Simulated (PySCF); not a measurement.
C5H6FO (doublet state).
Cartesian coordinates in Å at the GFN2-xTB level; atoms count from 1:
```xyz
13
C5H6FO angstrom
O      1.6542    0.4536   -0.9154
C      1.0932   -0.6675   -0.3294
C     -0.3188   -1.0332   -0.5312
C     -1.2048    0.1780   -0.7422
C     -0.8269    0.6546    0.6858
C      0.0728   -0.5496    0.8283
F      0.3262   -1.1639    2.0084
H      2.5391    0.5995   -0.5639
H      1.7706   -1.5015   -0.1675
H     -2.2588   -0.0656   -0.8379
H     -0.8925    0.8284   -1.5556
H     -1.6541    0.6568    1.3904
H     -0.3045    1.6109    0.7125
```

The hyperfine couplings belong to this conformer and change with its torsions.

The species is `O[C@@H]1[C]2CC[C@@]21F` [radical].

Computed with UKS B3LYP, pcH-1 on C F H O, non-relativistic, mean-field spin-orbit, GIAO (PySCF 2.14.0). Geometry: GFN2-xTB, one conformer, isolated molecule. Couplings are sensitive to structure, and on GFN2-xTB geometries they can be far from those on DFT ones. Stability of the SCF solution: not tested.

(1) Predict the first-order ENDOR lines of F7, H9, H13, H10, H12 and H8 under fast tumbling at B = 1217.5 mT (Q band).

(2) Which pairs are centred on the nuclear Larmor frequency, and which on half the coupling?

(3) At what field would the lower line of H13 fall to zero frequency?

Results:

(1) ν± = |νn ± a/2|, one line for each electron-spin manifold; νn = |g_N| × 7.62259 MHz/T × B.

```csv
nuclei,isotope,g_N,νn (MHz),a_iso (MHz),lower line (MHz),upper line (MHz)
F7,19F,5.2577,48.79,90.70,3.45,94.14
H9,1H,5.5857,51.84,51.95,25.86,77.81
H13,1H,5.5857,51.84,44.46,29.61,74.07
H10,1H,5.5857,51.84,39.22,32.23,71.45
H12,1H,5.5857,51.84,-3.15,50.26,53.41
H8,1H,5.5857,51.84,2.45,50.61,53.06
```

(2) Centred on νn, since |a| < 2νn: F7, H9, H13, H10, H12 and H8. No pair has |a| > 2νn.

(3) Where νn = |a|/2, that is B = 22.23 MHz/(5.5857 × 7.62259 MHz/T) = 522 mT, as far as first order holds there.
